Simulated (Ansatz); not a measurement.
Total energies of Al12P10F6 from Ansatz at PBE0-D4/def2-SVP, gas phase (1 Eh = 27.2114 eV = 2625.5 kJ/mol). The reference geometry is relaxed at PBE-D4/def2-SVP.

```xyz
28

P     0.211    1.392   -3.747
P     1.030    2.926    3.462
P     2.941    3.799   -0.448
P     0.005    1.857   -0.134
P    -0.786   -0.767    1.921
P     0.783   -1.633   -1.460
P     3.205   -0.150    1.413
P    -3.214    0.470   -1.468
P    -2.501   -3.681   -0.449
P     3.639    1.079   -2.481
Al   -0.462    1.530    2.396
Al   -1.999    0.752    0.446
Al    1.662    2.409   -2.060
Al   -1.018   -0.104   -2.388
Al    1.786   -0.153   -2.965
Al    1.437    3.199    1.150
Al    2.635    1.213    3.192
Al    3.530    1.492   -0.220
Al    1.036   -0.321    0.452
Al   -2.275   -2.612    1.669
Al   -0.958   -3.058   -2.102
Al   -3.426   -1.624   -0.599
F    -2.240    1.923    1.945
F    -1.639   -1.700   -3.210
F     3.585    1.051    4.571
F    -2.617   -3.481    3.062
F    -0.552   -4.278   -3.186
F    -3.798   -1.530    1.237
```

```tsv
state	geometry	energy (Eh)
charge 0 singlet	reference	-6917.55657
charge 1 doublet	reference	-6917.27361
charge -1 doublet	reference	-6917.64187
free P atom (quartet)	–	-341.02153
free Al atom (doublet)	–	-242.16443
free F atom (doublet)	–	-99.54906
```

Single mean-field runs in def2-SVP are fitted with def2-universal-jkfit.

Q: Work out the vertical ionisation energy to the doublet.

A: E(charge 1 doublet) − E(charge 0 singlet) = -6917.27361 − (-6917.55657) = 0.28296 Eh = 7.70 eV. For comparison, −ε of the highest occupied level is 6.58 eV at this level, 1.12 eV less.

Q: Work out the vertical electron affinity, to the doublet.

A: E(charge 0 singlet) − E(charge -1 doublet) = -6917.55657 − (-6917.64187) = 0.08530 Eh = 2.32 eV. The basis lacks diffuse functions, which makes affinities too small.

Q: Give the fundamental gap IE − EA, the Mulliken electronegativity (IE + EA)/2 and the hardness (IE − EA)/2.

A: From the values in Eh: IE − EA = 0.28296 − 0.08530 = 0.19766 Eh = 5.38 eV; (IE + EA)/2 = 5.01 eV; (IE − EA)/2 = 2.69 eV. The HOMO–LUMO gap of the same run is 3.29 eV, 2.09 eV smaller than the fundamental gap.

Q: What is the binding energy per atom against free atoms?

A: Atoms: 10 × (-341.02153) + 12 × (-242.16443) + 6 × (-99.54906) = -6913.48282 Eh. Binding: -6913.48282 − (-6917.55657) = 4.07375 Eh = 110.85 eV, or 3.96 eV for each of 28 atoms (no zero-point energy, no counterpoise term).
